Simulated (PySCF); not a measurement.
# How methods differ on the excitation energy of Cu⁺

Cu⁺ [Ar] 3d10 (1S) → Cu⁺ [Ar] 3d9 4p1 (high-spin determinant), as a difference of total energies. Calculation: PySCF 2.14, in aug-cc-pVDZ-DK (7s6p4d2f, 59 functions); scalar relativity by spin-free X2C-1e. Correlated levels: valence: [Ar] frozen. The calculations carry no spin-orbit coupling.

```tsv
method	excitation energy (eV)
UHF	5.928
MP2 (valence)	8.933
SCS-MP2 (valence)	8.606
CCSD (valence)	7.950
CCSD(T) (valence)	8.087
```

Problem. How much does correlation contribute at CCSD(T) (valence)?

Solution. 8.087 − (5.928) = 2.159 eV, measured against UHF.

The determinant of the upper state mixes LS terms, which raises its energy above the lowest term, most at the Hartree-Fock and MP2 levels.
